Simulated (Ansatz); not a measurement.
Gas-phase electronic energies from Ansatz, PBE0-D4/def2-TZVP geometries. CBS: MP2 limit from def2 TZ/QZ plus the TZ coupled-cluster correction, frozen cores. This one scheme is used for every species. DFT in def2-TZVPP.

`B[SiH](F)Cl` + SiH₄ → `B[SiH]([SiH3])Cl` + H–F  (formal exchange of groups at the Si–F bond)

```
          level  ΔE (kcal/mol)
         r2SCAN           31.6
 MP2/def2-TZVPP           32.6
CCSD/def2-TZVPP           32.8
 MP2/def2-QZVPP           32.5
```

(1) What does CCSD(T)/CBS give? (Best estimate.)

(2) What do rigid-rotor, harmonic-oscillator terms from PBE0-D4/def2-TZVP frequencies (298.15 K, 1 bar) make of the CCSD(T)/CBS value? (Best estimate.)

Largest T1 diagnostic among the species: 0.012.

Answers

(1) Computed: +31.1 kcal/mol. The listed levels differ from it by 0.5, 1.5, 1.7, 1.4 kcal/mol.

(2) Computed: ΔZPE = +0.1 kcal/mol, ΔH = +32.0 kcal/mol, ΔS = 12 J/(mol·K), ΔG = +31.1 kcal/mol.

In def2-TZVPP, CCSD(T) changes the Hartree–Fock value by −7.9 kcal/mol (the triples alone add −1.1 kcal/mol) and MP2 by −7.0 kcal/mol. From PBE to PBE0 (25 % exact exchange), in def2-TZVPP and without D4, ΔE moves by +1.1 kcal/mol.
